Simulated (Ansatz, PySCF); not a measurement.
Process, species as SMILES: Cl[SiH2][SiH2]Cl -> Cl[SiH][SiH2]Cl + H atom (the H-Si bond at the site shown breaks; other sites are not compared here)
Each molecule is optimised on its own at B3LYP-D3(BJ)/def2-TZVP (Ansatz, a first-principles code), one conformer each, not searched for the lowest.
Geometry of the first species:
SMILES: Cl[SiH2][SiH2]Cl
```xyz
8

Cl     2.0009     1.7397     0.3442
Si     1.1631    -0.1296     0.0036
Si    -1.1630     0.1307    -0.0104
Cl    -2.0010    -1.7409    -0.3372
H      1.5975    -1.0383     1.0857
H      1.6573    -0.6309    -1.2963
H     -1.5981     1.0316    -1.0988
H     -1.6562     0.6414     1.2863
```
Charge 0, spin multiplicity 1.

Property: bond dissociation energy (enthalpy at 298 K, with B3LYP-D3(BJ) rigid-rotor harmonic-oscillator terms from PySCF), in kJ/mol. Cores are frozen in the correlated levels unless marked. Open shells are spin-unrestricted. Spin-orbit coupling is left out. No relativistic terms. CBS marks a two-point X^-3 extrapolation of the correlation energy; Hartree-Fock from the larger set.

| level | program | bond dissociation energy (kJ/mol) |
|---|---|---|
| HF/aug-cc-pV(Q+d)Z | Ansatz | 291.6 |
| BLYP-D3(BJ)/def2-TZVPD | Ansatz + dftd3 | 352.5 |
| BLYP/def2-TZVPD | Ansatz | 351.0 |
| B3LYP/def2-TZVPD | Ansatz | 361.5 |

Q: Predict the CCSD(T)/CBS(aug-cc-pV(T+d)Z,aug-cc-pV(Q+d)Z) result (Ansatz).

A: 373.4 kJ/mol
